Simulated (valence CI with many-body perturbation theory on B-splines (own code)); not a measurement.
# Ta59+: calculated level list

Calculated by relativistic CI+MBPT: four valence electrons over a frozen Dirac-Fock core [Ne], radial functions for each j: 11 s, 11 p, 10 d, 8 f, 5 g, 2 h, with the one-electron correlation potential Σ1, the two-electron term Σ2, the three-electron term Σ3, Breit, model QED; selected CI, second order for the rest, scaled by the run's own slope (own B-spline code, finite nucleus).

The last digits are not significant, and no measured levels were compared; by estimate large intervals hold to a few tenths of a per cent, small ones and those within an open d or f shell to about a per cent. Among the levels kept, up to 570 cm⁻¹ of a level comes from second order outside the variational space, and about a tenth of that is noise between levels of different J, which matters for small intervals.

Levels 91 to 135 of 168, with energies above the lowest level, (3s^2 3p1/2^2) J=0. "Leading %" is the weight of the configuration and term that name the level; weights of strongly mixed levels are sums over their largest components and can fall short. In the jj column 3d3/2^4 stands for four electrons in 3d with j = 3/2. Lifetimes count E1, E2, E3, M1 and M2 decay at the calculated energies, and are blank where another channel may lead or the interval is too uncertain; long ones can be off by a factor of two.

```tsv
No.	Configuration	Term	J	E (× 10³ cm⁻¹)	Leading %	Leading jj	Second component	Lifetime
91	3s 3p 3d2	3G°	3	10923	43	3s 3p1/2 3d3/2 3d5/2 (95 %)	14 % 3s 3p 3d2 3F°	1.87 ps
92	3s 3p 3d2	3G°	5	10929	35	3s 3p1/2 3d3/2 3d5/2 (96 %)	28 % 3s 3p 3d2 3H°	3.48 ps
93	3s 3p 3d2	3H°	4	10949	49	3s 3p1/2 3d3/2 3d5/2 (96 %)	17 % 3s 3p 3d2 1G°	2.15 ps
94	3p4	1D	2	10951	42	3p1/2 3p3/2^3 (61 %)	19 % 3p4 3P	397 fs
95	3s 3p 3d2	1D°	2	10977	23	3s 3p1/2 3d3/2 3d5/2 (92 %)	12 % 3s 3p 3d2 3F°	1.85 ps
96	3p4	3P	1	10993	82	3p1/2 3p3/2^3 (82 %)	8 % 3s 3p2 3d 1P	260 fs
97	3s 3p 3d2	3D°	1	11031	52	3s 3p1/2 3d3/2 3d5/2 (88 %)	9 % 3s 3p 3d2 3P°	1.30 ps
98	3s 3p 3d2	3P°	0	11053	46	3s 3p1/2 3d3/2 3d5/2 (89 %)	27 % 3s 3p 3d2 1S°	1.43 ps
99	3s 3p 3d2	5D°	3	11079	29	3s 3p1/2 3d3/2 3d5/2 (89 %)	13 % 3s 3p 3d2 5F°	360 fs
100	3s 3p 3d2	5D°	2	11118	23	3s 3p1/2 3d3/2 3d5/2 (96 %)	13 % 3s 3p 3d2 3P°	378 fs
101	3s 3p 3d2	3F°	4	11128	39	3s 3p1/2 3d3/2 3d5/2 (86 %)	27 % 3s 3p 3d2 5D°	378 fs
102	3s 3p2 3d	5P	1	11156	35	3s 3p3/2^2 3d3/2 (94 %)	20 % 3s 3p2 3d 3P	336 fs
103	3s 3p2 3d	5D	2	11163	19	3s 3p3/2^2 3d3/2 (78 %)	18 % 3s 3p2 3d 5P	317 fs
104	3s 3p2 3d	3F	3	11163	24	3s 3p3/2^2 3d3/2 (93 %)	24 % 3s 3p2 3d 5D	448 fs
105	3s 3p 3d2	3F°	2	11213	24	3s 3p1/2 3d3/2 3d5/2 (87 %)	18 % 3s 3p 3d2 3D°	293 fs
106	3s 3p 3d2	3G°	3	11228	35	3s 3p1/2 3d3/2 3d5/2 (94 %)	18 % 3s 3p 3d2 3F°	406 fs
107	3s 3p2 3d	3F	4	11229	45	3s 3p3/2^2 3d3/2 (95 %)	20 % 3s 3p2 3d 5F	444 fs
108	3s 3p 3d2	3D°	1	11280	31	3s 3p1/2 3d3/2 3d5/2 (83 %)	13 % 3s 3p 3d2 1P°	279 fs
109	3s 3p2 3d	3D	1	11420	54	3s 3p3/2^2 3d3/2 (93 %)	12 % 3s 3p2 3d 5F	260 fs
110	3s 3p 3d2	3F°	4	11475	31	3s 3p1/2 3d5/2^2 (93 %)	24 % 3s 3p 3d2 5D°	1.48 ps
111	3s 3p2 3d	3P	0	11487	85	3s 3p3/2^2 3d3/2 (82 %)	11 % 3s 3p2 3d 5D	213 fs
112	3s 3p2 3d	3D	2	11520	50	3s 3p3/2^2 3d3/2 (92 %)	16 % 3s 3p2 3d 1D	270 fs
113	3s 3p2 3d	3F	3	11535	35	3s 3p3/2^2 3d3/2 (95 %)	27 % 3s 3p2 3d 1F	203 fs
114	3s 3p 3d2	3D°	2	11571	25	3s 3p1/2 3d5/2^2 (97 %)	19 % 3s 3p 3d2 3P°	1.59 ps
115	3s 3p 3d2	3G°	5	11582	31	3s 3p1/2 3d5/2^2 (95 %)	24 % 3s 3p 3d2 5G°	2.39 ps
116	3s 3p2 3d	3D	1	11585	56	3s 3p3/2^2 3d3/2 (91 %)	17 % 3s 3p2 3d 3P	186 fs
117	3s 3p2 3d	5F	5	11593	59	3s 3p3/2^2 3d5/2 (99 %)	41 % 3s 3p2 3d 3G	2.02 ps
118	3s 3p2 3d	3F	2	11618	26	3s 3p3/2^2 3d3/2 (78 %)	21 % 3s 3p2 3d 3D	164 fs
119	3s 3p2 3d	3F	4	11632	53	3s 3p3/2^2 3d5/2 (96 %)	32 % 3s 3p2 3d 5D	1.22 ps
120	3p2 3d2	3F	2	11671	37	3p1/2^2 3d3/2^2 (90 %)	23 % 3p2 3d2 5G	1.52 ps
121	3s 3p 3d2	3F°	3	11685	27	3s 3p1/2 3d5/2^2 (97 %)	17 % 3s 3p 3d2 5D°	1.78 ps
122	3s 3p 3d2	3G°	4	11704	30	3s 3p1/2 3d5/2^2 (94 %)	16 % 3s 3p 3d2 3H°	1.78 ps
123	3s 3p 3d2	3D°	3	11739	34	3s 3p1/2 3d5/2^2 (88 %)	16 % 3s 3p 3d2 3F°	1.10 ps
124	3s 3p 3d2	3D°	2	11766	27	3s 3p1/2 3d5/2^2 (91 %)	22 % 3s 3p 3d2 3F°	1.25 ps
125	3s 3p 3d2	3P°	1	11786	33	3s 3p1/2 3d5/2^2 (91 %)	19 % 3s 3p 3d2 3D°	1.10 ps
126	3s 3p 3d2	3P°	0	11801	76	3s 3p1/2 3d5/2^2 (96 %)	16 % 3s 3p 3d2 5D°	1.46 ps
127	3s 3p2 3d	3P	0	11827	55	3s 3p3/2^2 3d5/2 (77 %)	36 % 3s 3p2 3d 1S	651 fs
128	3s 3p2 3d	3P	1	11864	39	3s 3p3/2^2 3d5/2 (94 %)	24 % 3s 3p2 3d 1P	543 fs
129	3p2 3d2	3P	0	11865	56	3p1/2^2 3d3/2^2 (94 %)	28 % 3p2 3d2 5D	3.60 ps
130	3s 3p2 3d	3D	3	11866	45	3s 3p3/2^2 3d5/2 (95 %)	24 % 3s 3p2 3d 1F	755 fs
131	3s 3p 3d2	3P°	1	11941	49	3s 3p1/2 3d5/2^2 (93 %)	17 % 3s 3p 3d2 1P°	1.19 ps
132	3s 3p2 3d	3D	3	12002	77	3s 3p3/2^2 3d5/2 (98 %)	6 % 3s 3p2 3d 3F	411 fs
133	3s 3p2 3d	3F	4	12023	62	3s 3p3/2^2 3d5/2 (98 %)	18 % 3s 3p2 3d 1G	290 fs
134	3s 3p2 3d	3D	2	12033	31	3s 3p3/2^2 3d5/2 (92 %)	25 % 3s 3p2 3d 3P	642 fs
135	3s 3p2 3d	1D	2	12120	45	3s 3p3/2^2 3d5/2 (96 %)	26 % 3s 3p2 3d 3D	473 fs
```
